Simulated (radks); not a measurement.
Results of a calculation; reference values are marked as such.
Excited configurations of Se I: one electron is placed in a higher orbital outside [Ar] 3d10 4s2 4p3. The ground configuration is [Ar] 3d10 4s2 4p4. Code: a radial shooting solver on a logarithmic mesh with Libxc functionals. Model: Dirac Kohn-Sham, PBE, spin-unpolarised, spherical densities, finite nucleus; open shells fill j = l - 1/2 first; Fermi nuclear charge, rms radius 4.14 fm. Excitation = E - E(ground); binding = E(ion) - E, where the ion is the core of charge +1; n* = 1/sqrt(2 binding) in atomic units, and the quantum defect is n - n*.

| outer orbital | excitation (eV) | binding (eV) | n* | eigenvalue (eV) |
|---|---|---|---|---|
| 4d3/2 | 8.786 | 1.871 | 2.696 | -0.650 |
| 5p1/2 | 8.233 | 2.424 | 2.369 | -1.274 |
| 5f5/2 | 10.029 | 0.629 | 4.653 | -0.366 |
| 6s1/2 | 8.930 | 1.727 | 2.807 | -1.044 |
| 6f5/2 | 10.203 | 0.454 | 5.474 | -0.286 |

The Delta-SCF ionisation energy is 10.657 eV (NIST Atomic Spectra Database: 9.752 eV, measured). Self-interaction in the functional shifts the binding energies and quantum defects, so they are the method's values and not measured ones. Spin polarisation and multiplet splitting are left out, so open shells lie too high by an amount that depends on their filling.

Beside tabulated values, note that spin-unpolarised runs miss the spin-polarisation part of the exchange energy of open shells.
